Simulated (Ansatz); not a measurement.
Ansatz (a program for electronic structure) job for CH10O2Si3, SMILES OC[Si](O)([SiH3])[SiH3], PBE0-D3(BJ)/def2-SVP. 

Ansatz 0.2 input:
```yaml
crystal:
  periodic: [false, false, false]
  atoms:
    - {symbol: O, position_ang: [-1.65292875, 2.04185167, -0.11629110]}
    - {symbol: C, position_ang: [-0.68174982, 1.41500975, -0.94246085]}
    - {symbol: Si, position_ang: [0.21747108, 0.03204218, 0.04284883]}
    - {symbol: O, position_ang: [0.92151921, 0.99664101, 1.18792133]}
    - {symbol: Si, position_ang: [1.87938191, -0.96059808, -1.24361565]}
    - {symbol: Si, position_ang: [-1.42563784, -1.25486356, 1.07873201]}
    - {symbol: H, position_ang: [-1.18374626, 2.42172526, 0.63365287]}
    - {symbol: H, position_ang: [0.00802015, 2.16716550, -1.34473458]}
    - {symbol: H, position_ang: [-1.23761906, 1.00444629, -1.78635928]}
    - {symbol: H, position_ang: [1.47063216, 0.65655312, 1.88788583]}
    - {symbol: H, position_ang: [1.32312712, -1.79984535, -2.30640150]}
    - {symbol: H, position_ang: [2.83462275, -0.05056874, -1.88656818]}
    - {symbol: H, position_ang: [2.70030465, -1.84594755, -0.40471330]}
    - {symbol: H, position_ang: [-0.79943454, -2.18994979, 2.03015051]}
    - {symbol: H, position_ang: [-2.42102791, -0.51678600, 1.86095594]}
    - {symbol: H, position_ang: [-2.15011562, -2.07692020, 0.10634231]}
basis:
  gaussian:
    orbitals: def2-SVP
hamiltonian:
  xc: pbe0
  dispersion: d3bj
relax: {f_tol: 0.002, max_steps: 200}
```

Program output:

```
[...]
the calculation of the forces begins
reference -28900.29942878 eV, -1062.0664146811 hartree; 37, 37 occupied and 109, 109 virtual orbitals, 1512 factors
relax step   9: F+E_penalty+E_count = -28900.68197738 eV  Δ(F+E_penalty+E_count) = -5.101e-4 eV  max|allowed force component| = 2.662e-2 eV/Å  Δτ_max = 0.0193 Å  (26 SCF iters, accepted)
these checks for a lower state are left out or cut short: starts, cluster_reference, orbital_swaps, neighbouring_geometries, increment
integrals: 0.13 GiB planned
1512 factors; integrals over basis functions are off by at most 3.2e-4 eV
mean field: 0.98 GiB planned
mean field -28900.29956758 eV, -1062.0664197818 hartree, gradient 9.2e-6 eV, S^2 0.000000; 0 other end points of the search recorded, 0 dependent functions left out
the calculation of the forces begins
reference -28900.29960096 eV, -1062.0664210086 hartree; 37, 37 occupied and 109, 109 virtual orbitals, 1512 factors
relax step  10: F+E_penalty+E_count = -28900.68212108 eV  Δ(F+E_penalty+E_count) = -1.437e-4 eV  max|allowed force component| = 2.633e-2 eV/Å  Δτ_max = 0.0125 Å  (23 SCF iters, accepted)
these checks for a lower state are left out or cut short: starts, cluster_reference, orbital_swaps, neighbouring_geometries, increment
integrals: 0.13 GiB planned
1512 factors; integrals over basis functions are off by at most 3.1e-4 eV
mean field: 0.98 GiB planned
mean field evaluation 64: about -28900.2872 eV, gradient 2.6e-1 eV
mean field -28900.29967664 eV, -1062.0664237897 hartree, gradient 1.6e-5 eV, S^2 0.000000; 0 other end points of the search recorded, 0 dependent functions left out
the calculation of the forces begins
reference -28900.29971002 eV, -1062.0664250166 hartree; 37, 37 occupied and 109, 109 virtual orbitals, 1512 factors
relax step  11: F+E_penalty+E_count = -28900.68220522 eV  Δ(F+E_penalty+E_count) = -8.414e-5 eV  max|allowed force component| = 1.188e-2 eV/Å  Δτ_max = 0.0064 Å  (22 SCF iters, accepted)
these checks for a lower state are left out or cut short: starts, cluster_reference, orbital_swaps, neighbouring_geometries, increment
integrals: 0.13 GiB planned
1512 factors; integrals over basis functions are off by at most 3.1e-4 eV
mean field: 0.98 GiB planned
mean field -28900.29975789 eV, -1062.0664267756 hartree, gradient 6.2e-5 eV, S^2 0.000000; 0 other end points of the search recorded, 0 dependent functions left out
the calculation of the forces begins
reference -28900.29979126 eV, -1062.0664280022 hartree; 37, 37 occupied and 109, 109 virtual orbitals, 1512 factors
relax step  12: F+E_penalty+E_count = -28900.68226999 eV  Δ(F+E_penalty+E_count) = -6.477e-5 eV  max|allowed force component| = 1.148e-2 eV/Å  Δτ_max = 0.0268 Å  (26 SCF iters, accepted)
these checks for a lower state are left out or cut short: starts, cluster_reference, orbital_swaps, neighbouring_geometries, increment
integrals: 0.13 GiB planned
1512 factors; integrals over basis functions are off by at most 3.1e-4 eV
mean field: 0.98 GiB planned
mean field -28900.29986362 eV, -1062.0664306613 hartree, gradient 1.1e-5 eV, S^2 0.000000; 0 other end points of the search recorded, 0 dependent functions left out
the calculation of the forces begins
reference -28900.29989701 eV, -1062.0664318882 hartree; 37, 37 occupied and 109, 109 virtual orbitals, 1512 factors
relax step  13: F+E_penalty+E_count = -28900.68232413 eV  Δ(F+E_penalty+E_count) = -5.413e-5 eV  max|allowed force component| = 1.113e-2 eV/Å  Δτ_max = 0.0108 Å  (22 SCF iters, accepted)
these checks for a lower state are left out or cut short: starts, cluster_reference, orbital_swaps, neighbouring_geometries, increment
integrals: 0.13 GiB planned
1512 factors; integrals over basis functions are off by at most 3.0e-4 eV
mean field: 0.98 GiB planned
mean field -28900.30000234 eV, -1062.0664357590 hartree, gradient 6.2e-5 eV, S^2 0.000000; 0 other end points of the search recorded, 0 dependent functions left out
the calculation of the forces begins
reference -28900.30003574 eV, -1062.0664369866 hartree; 37, 37 occupied and 109, 109 virtual orbitals, 1512 factors
relax step  14: F+E_penalty+E_count = -28900.68239026 eV  Δ(F+E_penalty+E_count) = -6.613e-5 eV  max|allowed force component| = 1.530e-2 eV/Å  Δτ_max = 0.0224 Å  (26 SCF iters, accepted)
these checks for a lower state are left out or cut short: starts, cluster_reference, orbital_swaps, neighbouring_geometries, increment
integrals: 0.13 GiB planned
1512 factors; integrals over basis functions are off by at most 3.0e-4 eV
mean field: 0.98 GiB planned
mean field -28900.30007178 eV, -1062.0664383111 hartree, gradient 2.1e-5 eV, S^2 0.000000; 0 other end points of the search recorded, 0 dependent functions left out
the calculation of the forces begins
reference -28900.30010519 eV, -1062.0664395389 hartree; 37, 37 occupied and 109, 109 virtual orbitals, 1512 factors
relax step  15: F+E_penalty+E_count = -28900.68243019 eV  Δ(F+E_penalty+E_count) = -3.994e-5 eV  max|allowed force component| = 1.127e-2 eV/Å  Δτ_max = 0.0157 Å  (22 SCF iters, accepted)
these checks for a lower state are left out or cut short: starts, cluster_reference, orbital_swaps, neighbouring_geometries, increment
integrals: 0.13 GiB planned
1512 factors; integrals over basis functions are off by at most 2.9e-4 eV
mean field: 0.98 GiB planned
mean field evaluation 96: about -28900.3001 eV, gradient 1.6e-5 eV
mean field -28900.30011480 eV, -1062.0664398919 hartree, gradient 1.6e-5 eV, S^2 0.000000; 0 other end points of the search recorded, 0 dependent functions left out
the calculation of the forces begins
reference -28900.30014822 eV, -1062.0664411201 hartree; 37, 37 occupied and 109, 109 virtual orbitals, 1512 factors
relax step  16: F+E_penalty+E_count = -28900.68245438 eV  Δ(F+E_penalty+E_count) = -2.419e-5 eV  max|allowed force component| = 8.501e-3 eV/Å  Δτ_max = 0.0160 Å  (22 SCF iters, accepted)
these checks for a lower state are left out or cut short: starts, cluster_reference, orbital_swaps, neighbouring_geometries, increment
integrals: 0.13 GiB planned
1512 factors; integrals over basis functions are off by at most 2.9e-4 eV
mean field: 0.98 GiB planned
mean field -28900.30009827 eV, -1062.0664392844 hartree, gradient 1.3e-5 eV, S^2 0.000000; 0 other end points of the search recorded, 0 dependent functions left out
the calculation of the forces begins
reference -28900.30013168 eV, -1062.0664405123 hartree; 37, 37 occupied and 109, 109 virtual orbitals, 1512 factors
relax step  17: F+E_penalty+E_count = -28900.68247048 eV  Δ(F+E_penalty+E_count) = -1.610e-5 eV  max|allowed force component| = 6.225e-3 eV/Å  Δτ_max = 0.0070 Å  (22 SCF iters, accepted)
these checks for a lower state are left out or cut short: starts, cluster_reference, orbital_swaps, neighbouring_geometries, increment
integrals: 0.13 GiB planned
1512 factors; integrals over basis functions are off by at most 2.9e-4 eV
mean field: 0.98 GiB planned
mean field -28900.30009789 eV, -1062.0664392706 hartree, gradient 3.4e-5 eV, S^2 0.000000; 0 other end points of the search recorded, 0 dependent functions left out
the calculation of the forces begins
reference -28900.30013131 eV, -1062.0664404985 hartree; 37, 37 occupied and 109, 109 virtual orbitals, 1512 factors
relax step  18: F+E_penalty+E_count = -28900.68247739 eV  Δ(F+E_penalty+E_count) = -6.908e-6 eV  max|allowed force component| = 5.533e-3 eV/Å  Δτ_max = 0.0015 Å  (20 SCF iters, accepted)
these checks for a lower state are left out or cut short: starts, cluster_reference, orbital_swaps, neighbouring_geometries, increment
integrals: 0.13 GiB planned
1512 factors; integrals over basis functions are off by at most 2.9e-4 eV
mean field: 0.98 GiB planned
mean field -28900.30010048 eV, -1062.0664393656 hartree, gradient 2.9e-5 eV, S^2 0.000000; 0 other end points of the search recorded, 0 dependent functions left out
the calculation of the forces begins
reference -28900.30013389 eV, -1062.0664405935 hartree; 37, 37 occupied and 109, 109 virtual orbitals, 1512 factors
relax step  19: F+E_penalty+E_count = -28900.68248136 eV  Δ(F+E_penalty+E_count) = -3.968e-6 eV  max|allowed force component| = 1.079e-3 eV/Å  Δτ_max = 0.0024 Å  (19 SCF iters, accepted)
these checks for a lower state are left out or cut short: starts, cluster_reference, orbital_swaps, neighbouring_geometries, increment
integrals: 0.13 GiB planned
1512 factors; integrals over basis functions are off by at most 2.9e-4 eV
mean field: 0.98 GiB planned
mean field -28900.30010409 eV, -1062.0664394983 hartree, gradient 1.8e-5 eV, S^2 0.000000; 0 other end points of the search recorded, 0 dependent functions left out
the calculation of the forces begins
reference -28900.30013750 eV, -1062.0664407262 hartree; 37, 37 occupied and 109, 109 virtual orbitals, 1512 factors
relax step  20: F+E_penalty+E_count = -28900.68248219 eV  Δ(F+E_penalty+E_count) = -8.286e-7 eV  max|allowed force component| = 1.241e-3 eV/Å  Δτ_max = 0.0022 Å  (20 SCF iters, accepted)
these checks for a lower state are left out or cut short: starts, cluster_reference, orbital_swaps, neighbouring_geometries, increment
integrals: 0.13 GiB planned
1512 factors; integrals over basis functions are off by at most 2.9e-4 eV
mean field: 0.98 GiB planned
mean field -28900.30011237 eV, -1062.0664398026 hartree, gradient 1.9e-5 eV, S^2 0.000000; 0 other end points of the search recorded, 0 dependent functions left out
the calculation of the forces begins
reference -28900.30014578 eV, -1062.0664410305 hartree; 37, 37 occupied and 109, 109 virtual orbitals, 1512 factors
relax step  21: F+E_penalty+E_count = -28900.68248272 eV  Δ(F+E_penalty+E_count) = -5.305e-7 eV  max|allowed force component| = 1.560e-3 eV/Å  Δτ_max = 0.0024 Å  (19 SCF iters, accepted)
integrals: 0.13 GiB planned
1512 factors; integrals over basis functions are off by at most 2.9e-4 eV
mean field: 0.98 GiB planned
mean field evaluation 128: about -28900.3000 eV, gradient 2.5e-1 eV
mean field -28900.30011237 eV, -1062.0664398026 hartree, gradient 1.9e-5 eV, S^2 0.000000; 1 other end points of the search recorded, 0 dependent functions left out
the calculation of the forces begins
reference -28900.30014578 eV, -1062.0664410305 hartree; 37, 37 occupied and 109, 109 virtual orbitals, 1512 factors
Total energy: -28900.68251613 eV, -1062.0804928816 hartree
Atom 0 at    -1.495750     2.246285    -0.067123 Å, force     0.000587    -0.000311     0.000075 eV/Å
Atom 1 at    -0.729639     1.471415    -0.959046 Å, force    -0.000768    -0.000332     0.000139 eV/Å
Atom 2 at     0.193349     0.146668     0.035760 Å, force    -0.000505    -0.000790    -0.000592 eV/Å
Atom 3 at     0.874652     1.126670     1.234875 Å, force     0.000842     0.001035     0.001560 eV/Å
Atom 4 at     1.827912    -1.005024    -1.203298 Å, force     0.000073    -0.000390     0.000132 eV/Å
Atom 5 at    -1.328651    -1.350397     1.020228 Å, force     0.000449     0.000118    -0.000308 eV/Å
Atom 6 at    -0.907320     2.500392     0.655964 Å, force    -0.000215     0.000148    -0.000067 eV/Å
Atom 7 at    -0.007405     2.082258    -1.540189 Å, force     0.000373     0.000405    -0.000222 eV/Å
Atom 8 at    -1.411446     1.013457    -1.694052 Å, force    -0.000126     0.000285    -0.000205 eV/Å
Atom 9 at     1.203992     0.689945     2.025541 Å, force    -0.000418     0.000007    -0.000739 eV/Å
Atom 10 at     1.163748    -1.855073    -2.241625 Å, force    -0.000002    -0.000007    -0.000103 eV/Å
Atom 11 at     2.764140    -0.057094    -1.884640 Å, force    -0.000127     0.000043     0.000193 eV/Å
Atom 12 at     2.626420    -1.899958    -0.307101 Å, force    -0.000154     0.000045    -0.000054 eV/Å
Atom 13 at    -0.613005    -2.251439     1.980603 Å, force     0.000177    -0.000204     0.000220 eV/Å
Atom 14 at    -2.390327    -0.614236     1.771636 Å, force    -0.000034     0.000115     0.000045 eV/Å
Atom 15 at    -1.967851    -2.203915    -0.030188 Å, force    -0.000151    -0.000167    -0.000075 eV/Å
Dipole moment:     0.295041    -0.140670     0.156772 e Å
```

The calculation finished and met its thresholds.

Cost: very roughly 2.5 core-minutes.
